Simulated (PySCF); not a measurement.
## Correlation energy of Ti⁺ (titanium, charge +1)

[Ar] 3d2 4s1, high-spin 4F determinant. All numbers are calculated (PySCF 2.14, the spin-free X2C one-electron Hamiltonian (Gaussian nucleus), in aug-cc-pVDZ-DK (7s6p4d2f, 59 functions)). Frozen: [Ar]; 3 electrons correlated.

| level | correlation energy (mhartree) |
| --- | --- |
| CCSD | -11.26 |
| (T) | -0.05 |
| CCSD(T) | -11.31 |

Diagnostics: T1 = 0.0059, D1 = 0.0088, largest double amplitude 0.034.

Cost of the coupled-cluster step: roughly 2.4 core-seconds, for 3 correlated electrons.

Iterations:

```
CC2 = 0
CCSD nocc = (np.int64(3), np.int64(0)), nmo = (50, 50)
frozen orbitals [[0, 1, 2, 3, 4, 5, 6, 7, 8], [0, 1, 2, 3, 4, 5, 6, 7, 8]]
max_cycle = 100
direct = 0
conv_tol = 1e-08
conv_tol_normt = 1e-06
diis_space = 8
diis_start_cycle = 0
Init t2, MP2 energy = -0.00827663831975122
Init E_corr(UCCSD) = -0.00827663833010122
cycle = 1  E_corr(UCCSD) = -0.0103767756520702  dE = -0.00210013732  norm(t1,t2) = 0.0178425
cycle = 2  E_corr(UCCSD) = -0.0109650323115163  dE = -0.000588256659  norm(t1,t2) = 0.00674932
cycle = 3  E_corr(UCCSD) = -0.0112734216498169  dE = -0.000308389338  norm(t1,t2) = 0.00297305
cycle = 4  E_corr(UCCSD) = -0.0112554461403365  dE = 1.79755095e-05  norm(t1,t2) = 0.00069409
cycle = 5  E_corr(UCCSD) = -0.0112614580383704  dE = -6.01189803e-06  norm(t1,t2) = 0.000295991
cycle = 6  E_corr(UCCSD) = -0.0112609702198154  dE = 4.87818555e-07  norm(t1,t2) = 5.17046e-05
cycle = 7  E_corr(UCCSD) = -0.0112611371727429  dE = -1.66952927e-07  norm(t1,t2) = 1.11545e-05
cycle = 8  E_corr(UCCSD) = -0.011261028432505  dE = 1.08740238e-07  norm(t1,t2) = 3.07463e-06
cycle = 9  E_corr(UCCSD) = -0.011261039224678  dE = -1.07921729e-08  norm(t1,t2) = 9.80153e-07
cycle = 10  E_corr(UCCSD) = -0.0112610454602378  dE = -6.2355598e-09  norm(t1,t2) = 2.71944e-07
UCCSD converged
E(UCCSD) = -852.5516434633887  E_corr = -0.01126104546023775
UCCSD(T) correction = -4.9317575306837e-05
```
